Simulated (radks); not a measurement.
Task: These are the eigenvalues of the occupied orbitals of an atom or ion with whole-number occupations (hartree). Calculated with a radial shooting solver on a logarithmic mesh with Libxc functionals: non-relativistic Kohn-Sham, BLYP, spin-polarised, spherical densities, point nucleus.

orbital  eigenvalue
1s up     -103.0648
1s down   -103.0548
2s up     -11.41389
2s down   -11.40427
2p up      -9.25187
2p down    -9.23874
3s up      -2.58760
3s down    -2.51854
3p up      -2.07338
6s up      -0.31747

Which element is it, and in what charge state? The configuration may be excited. Open shells, if any, are filled with parallel spins first.

Result: Z = 17, chlorine, charge +3: Cl3+ in [Ne] 3s2 3p1 6s1. The list shows which subshells hold electrons but not how many an open one holds; the 1s level, -103.06 hartree, gives Z - s = 14.4 by -(Z - s)^2/2, which with screening narrows Z to a few neighbours, and the depths of the outer levels then fix element, charge and occupations together.
